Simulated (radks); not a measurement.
Results of a calculation; reference values are marked as such.
The mean radii <r> (bohr) of the occupied orbitals of an atom or ion are listed with their occupations. Level of theory: scalar-relativistic Kohn-Sham, XLYP, spin-polarised, spherical densities, point nucleus (a radial shooting solver on a logarithmic mesh with Libxc functionals).

orbital  occ.      <r>
1s up       1  0.06644
1s down     1  0.06644
2s up       1   0.3082
2s down     1   0.3081
2p up       3   0.2740
2p down     3   0.2740
3s up       1   0.9081
3s down     1   0.9086
3p up       3   0.9468
3p down     3   0.9477
4d up       1    2.904

Name the element and its charge. Open shells, if any, are filled with parallel spins first.

Answer. Z = 23, vanadium, charge +4: V4+ in [Ar] 4d1. The 1s radius gives Z: for a bare nucleus <r> = (2 gamma + 1)/(2Z) with gamma = sqrt(1 - (Z/c)^2), 0.0646 bohr for Z = 23, and screening makes it slightly larger (0.06644 here). The occupations add up to 19, and the charge is Z minus that.
